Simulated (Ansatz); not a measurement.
Isomers of Hg$_{6}$Te$_{3}$Br$_{6}$ (singlet), relaxed with PBE-D4/def2-SVP; total energies from Ansatz at PBE0-D4/def2-TZVP.

| isomer | description | energy (Eh) |
| --- | --- | --- |
| A | point group not assigned; 6 × Hg–Te 2.67 to 2.70 Å; 6 × Br–Hg 2.46 to 2.53 Å | -17168.74830 |
| B | point group not assigned; 8 × Hg–Te 2.69 to 2.84 Å; 6 × Br–Hg 2.46 to 2.93 Å | -17168.76712 |
| C | point group not assigned; 7 × Hg–Te 2.65 to 3.16 Å; 6 × Br–Hg 2.47 to 2.57 Å | -17168.75383 |
| D | point group not assigned; 6 × Br–Hg 2.47 to 2.52 Å; 6 × Hg–Te 2.66 to 2.69 Å | -17168.75743 |

In the def2 sets Hg, Te take a core potential; there is no spin–orbit coupling. Single mean-field runs in def2-TZVP are fitted with def2-universal-jkfit.

The isomers come from a short search, and lower ones may exist.

Question: Work out the relative energies (1 Eh = 2625.5 kJ/mol) and the Boltzmann populations at 500 K from electronic energies alone (R = 8.314 J/mol/K).

Answer: ΔE: A 49.4, B 0.0, C 34.9, D 25.4 kJ/mol. RT = 4.16 kJ/mol. Factors exp(−ΔE/RT): A 6.96e-06, B 1, C 0.000227, D 0.00223; sum 1.002. Populations: A 0.0 %, B 99.8 %, C 0.0 %, D 0.2 %. Zero-point energy, vibrational entropy and symmetry numbers are left out and can shift these; an error of 4 kJ/mol changes a ratio by a factor of 2.6. Over the other density-functional and correlated levels in def2 sets, the gap between B and D ranges from 24 to 44 kJ/mol.
